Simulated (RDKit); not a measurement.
Job for RDKit: UFF on C5H12 (SMILES CCCCC), a point of a torsion scan.

```python
from rdkit import Chem
from rdkit.Chem import AllChem, rdDetermineBonds

blocks = [
'''17

C     2.30966067    0.61850345    0.40493115
C     0.97466372   -0.07093655    0.66092297
C     0.07612968   -0.04437086   -0.57658357
C    -1.02955649   -1.09930895   -0.54422517
C    -2.03767605   -0.86869449    0.57573546
H     2.85412986    0.11303263   -0.38976105
H     2.92482530    0.60892669    1.30209640
H     2.15415638    1.65371549    0.10746917
H     1.16355429   -1.11001395    0.94261325
H     0.47076348    0.41405203    1.49829139
H    -0.36739719    0.94743196   -0.68704738
H     0.69487695   -0.22732478   -1.45929778
H    -1.55480598   -1.08579414   -1.50248805
H    -0.57923288   -2.08791638   -0.42867515
H    -2.83834088   -1.60325140    0.52320116
H    -1.56146907   -0.95379077    1.54902352
H    -2.47693503    0.12325747    0.49268979
''',
]
mol = None
for b in blocks:
    f = Chem.MolFromXYZBlock(b)
    rdDetermineBonds.DetermineBonds(f, charge=0)
    mol = f if mol is None else Chem.CombineMols(mol, f)
Chem.SanitizeMol(mol)
print(Chem.MolToSmiles(Chem.RemoveHs(mol)))
ff = AllChem.UFFGetMoleculeForceField(mol, vdwThresh=100.0, ignoreInterfragInteractions=False)
e = ff.CalcEnergy()
print(f'UFF energy {e:.6f} kcal/mol')
```

It printed:

```
CCCCC
UFF energy 6.318495 kcal/mol
```

The run finished.

Cost: about 0.010 core-seconds (a rough figure).
